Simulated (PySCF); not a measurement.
Al(Me)2(NCO) (C₃H₆AlNO), SMILES [CH3][Al]([CH3])[N]=C=O.

Coordinates come from a r2SCAN-D4/def2-SVP optimisation. A frequency run showed that this geometry is not a minimum. The structure was generated by enumeration; whether it is a known compound was not checked. Other conformers were not sampled.

Vertical ionisation energy (IE) and electron affinity (EA) in eV. Rows of orbital energies are one-electron estimates. Where ΔSCF, EOM or ADC give a negative EA the extra electron is unbound and the value depends on the basis.

```json
[
 {"level": "−ε(HOMO), −ε(LUMO), ωB97X/def2-TZVP (PySCF)", "IE": "…", "EA": "…"},
 {"level": "−ε(HOMO), −ε(LUMO), PBE/def2-TZVP (PySCF)", "IE": "6.54", "EA": "1.63"}
]
```

Problem. Some entries are withheld; supply them. (An estimate is asked for; the answer gives what the named calculation found.)

Solution. 
- −ε(HOMO), −ε(LUMO), ωB97X/def2-TZVP (PySCF), IE: 10.19
- −ε(HOMO), −ε(LUMO), ωB97X/def2-TZVP (PySCF), EA: -1.07
